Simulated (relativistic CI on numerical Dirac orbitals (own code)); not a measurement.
## Tm⁵⁷⁺: computed level list

Method of calculation: Dirac-Coulomb-Breit CI, separate exchange-only KLI orbitals for each configuration, QED by a radiative potential, unscaled Slater integrals (own radial code, finite nucleus).

CI space (outside the closed core [Ne]): 3s2, 3s 3p, 3p2, 3s 3d, 3d2, 3p 3d, 3p 4s, 3d 4s, 3s 4s, 3s 4p, 3s 4d, 3s 4f, 3s 5s, 3s 5p, 3s 5d, 4s2, 3s 5f, 3s 5g, 3s 6s, 3s 6p, 3s 6d. Levels of other configurations are missing.

| No. | Configuration | Term | J | E (eV) | % | Next component (%) | jj configuration (%) |
| --- | --- | --- | --- | --- | --- | --- | --- |
| 1 | 3s2 | 1S | 0 | 0.00 | 99 | 1 3p2 1S | closed (99) |
| 2 | 3s 3p | 3P° | 0 | 124.69 | 100 |  | 3s 3p1/2 (100) |
| 3 | 3s 3p | 3P° | 1 | 138.85 | 74 | 26 1P° | 3s 3p1/2 (99) |
| 4 | 3p2 | 3P | 0 | 299.33 | 69 | 30 1S | 3p1/2^2 (99) |
| 5 | 3s 3p | 3P° | 2 | 389.75 | 100 |  | 3s 3p3/2 (100) |
| 6 | 3s 3p | 1P° | 1 | 424.64 | 73 | 26 3P° | 3s 3p3/2 (99) |
| 7 | 3p2 | 1D | 2 | 549.78 | 57 | 28 3P | 3p1/2 3p3/2 (85) |
| 8 | 3p2 | 3P | 1 | 551.37 | 100 |  | 3p1/2 3p3/2 (100) |
| 9 | 3s 3d | 3D | 1 | 586.42 | 100 |  | 3s 3d3/2 (100) |
| 10 | 3s 3d | 3D | 2 | 597.15 | 74 | 15 1D | 3s 3d3/2 (84) |
| 11 | 3s 3d | 3D | 3 | 646.56 | 100 |  | 3s 3d5/2 (100) |
| 12 | 3s 3d | 1D | 2 | 663.05 | 71 | 22 3D | 3s 3d5/2 (91) |
| 13 | 3p 3d | 3F° | 2 | 721.09 | 75 | 20 1D° | 3p1/2 3d3/2 (100) |
| 14 | 3p 3d | 3D° | 1 | 753.19 | 54 | 28 1P° | 3p1/2 3d3/2 (99) |
| 15 | 3p 3d | 3P° | 2 | 798.48 | 47 | 34 3D° | 3p1/2 3d5/2 (100) |
| 16 | 3p 3d | 3F° | 3 | 800.83 | 54 | 25 1F° | 3p1/2 3d5/2 (99) |
| 17 | 3p2 | 3P | 2 | 824.02 | 62 | 36 1D | 3p3/2^2 (98) |
| 18 | 3p2 | 1S | 0 | 841.25 | 69 | 30 3P | 3p3/2^2 (99) |
| 19 | 3p 3d | 3D° | 2 | 998.03 | 51 | 27 1D° | 3p3/2 3d3/2 (99) |
| 20 | 3p 3d | 3P° | 0 | 1007.50 | 100 |  | 3p3/2 3d3/2 (100) |
| 21 | 3p 3d | 3F° | 3 | 1007.75 | 46 | 33 1F° | 3p3/2 3d3/2 (95) |
| 22 | 3p 3d | 3P° | 1 | 1008.10 | 61 | 35 3D° | 3p3/2 3d3/2 (99) |
| 23 | 3p 3d | 3F° | 4 | 1047.25 | 100 |  | 3p3/2 3d5/2 (100) |
| 24 | 3p 3d | 3P° | 2 | 1058.64 | 48 | 38 1D° | 3p3/2 3d5/2 (99) |
| 25 | 3p 3d | 3D° | 3 | 1076.72 | 57 | 43 1F° | 3p3/2 3d5/2 (96) |
| 26 | 3p 3d | 1P° | 1 | 1088.62 | 67 | 22 3P° | 3p3/2 3d5/2 (99) |
| 27 | 3d2 | 3F | 2 | 1185.08 | 75 | 22 1D | 3d3/2^2 (99) |
| 28 | 3d2 | 3P | 0 | 1209.50 | 73 | 27 1S | 3d3/2^2 (98) |
| 29 | 3d2 | 3F | 3 | 1241.20 | 100 |  | 3d3/2 3d5/2 (100) |
| 30 | 3d2 | 3P | 2 | 1252.75 | 49 | 31 1D | 3d3/2 3d5/2 (99) |

Energies count from the lowest computed level; ° marks odd parity. Filled j subshells are mostly left out of the jj labels.

The mean weight of the leading LS term, summed over parents, in these 30 levels is 74 %, and that of the leading jj configuration (from the same eigenvectors) 98 %, so jj coupling describes them better and the LS labels are nominal.

At this charge energies of transitions that change n are usually good to better than 1 %, and those within a shell (Δn = 0) to a few per cent.

LS names give the leading component of a level, which can be under half, so a name can repeat, a term be missing and a line seem to break the LS rules.
